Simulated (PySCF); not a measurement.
Harmonic spectrum computed at PBE0 in the def2-TZVPD basis family (core potentials from Rb on, PySCF, no spin–orbit coupling):

```json
{"symmetry": "e'", "ω (cm⁻¹)": "423", "IR (km/mol, summed over degenerate members)": "7.7"}
{"symmetry": "e'", "ω (cm⁻¹)": "736", "IR (km/mol, summed over degenerate members)": "956"}
{"symmetry": "a2''", "ω (cm⁻¹)": "751", "IR (km/mol, summed over degenerate members)": "1005"}
{"symmetry": "e''", "ω (cm⁻¹)": "934", "IR (km/mol, summed over degenerate members)": "0.0"}
{"symmetry": "a1'", "ω (cm⁻¹)": "1182", "IR (km/mol, summed over degenerate members)": "0.0"}
{"symmetry": "a2''", "ω (cm⁻¹)": "1316", "IR (km/mol, summed over degenerate members)": "1466"}
{"symmetry": "e'", "ω (cm⁻¹)": "1670", "IR (km/mol, summed over degenerate members)": "1217"}
{"symmetry": "a1'", "ω (cm⁻¹)": "1709", "IR (km/mol, summed over degenerate members)": "0.0"}
```

Which molecule gave it? In each, all ligands are bound to the one heavy central atom.
A. PbH₅⁻ (singlet)
B. SnH₅⁻ (singlet)
C. OsH₅⁻ (singlet)
D. HfH₅⁻ (singlet)

B. It has D3h symmetry with Sn–H 1.767 Å (×3), Sn–H 1.876 Å (×2).
